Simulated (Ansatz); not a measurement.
`C=CBBr` + HBr → `BrBBr` + ethylene at 298.15 K and 1 bar (ligand exchange at a B–C bond).

Gas-phase electronic energies from Ansatz, PBE0-D4/def2-TZVP geometries. CCSD(T)/CBS is the MP2 limit (def2-TZVPP, def2-QZVPP) plus CCSD(T) − MP2 in def2-TZVPP, frozen cores. This one scheme is used for every species. For Br outer-core shells are correlated without core-valence functions, which leaves a few kJ/mol of doubt a bond. Scalar relativity is left out up to krypton. Each species was taken in one conformer, which may not be the lowest.

```
 species  CCSD(T)/CBS energy (Eh)  H − E (kJ/mol)  S (J/(mol·K))
`C=CBBr`              -2676.63535           162.6          309.6
     HBr              -2573.91920            24.6          198.6
 `BrBBr`              -5172.09209            48.7          291.0
   `C=C`                -78.48111           144.6          218.9
```

H − E and S are ideal-gas, rigid-rotor, harmonic terms from PBE0-D4/def2-TZVP, for one conformer and one mirror image of each species. 1 Eh = 2625.50 kJ/mol, R = 8.31446 J/(mol·K).

**Question.** By hand: ΔE, ΔH, ΔS and ΔG.

**Answer.** ΔE = (-5172.09209) + (-78.48111) − (-2676.63535) − (-2573.91920) = -0.01865 Eh = -49.0 kJ/mol. Δ(H − E) = 48.7 + 144.6 − 162.6 − 24.6 = 6.1, so ΔH = -42.9 kJ/mol. ΔS = 291.0 + 218.9 − 309.6 − 198.6 = 1.7 J/(mol·K). ΔG = -42.9 − 298.15 × (1.7)/1000 = -43.4 kJ/mol.

**Question.** By hand: the equilibrium constant, and the temperature at which ΔG would vanish if ΔH and ΔS stayed fixed.

**Answer.** log₁₀ K = −ΔG/(RT ln 10) = 7.6. ΔH and −TΔS have one sign here, so there is no such temperature.

The number of gas molecules stays the same, so ΔS is small and ΔH decides. A doubt of 5 kJ/mol in ΔE shifts log₁₀ K by 0.9 here. Other conformers and mirror images would add mixing entropy, several J/(mol·K) or more a flexible species. These are equilibria of isolated gas molecules and say nothing of rates. Largest T1 diagnostic: 0.011 (customary marks: 0.02 for closed shells, 0.045 for open ones).

ΔS is within the doubt of such terms, so its sign, and with it that verdict, could turn.
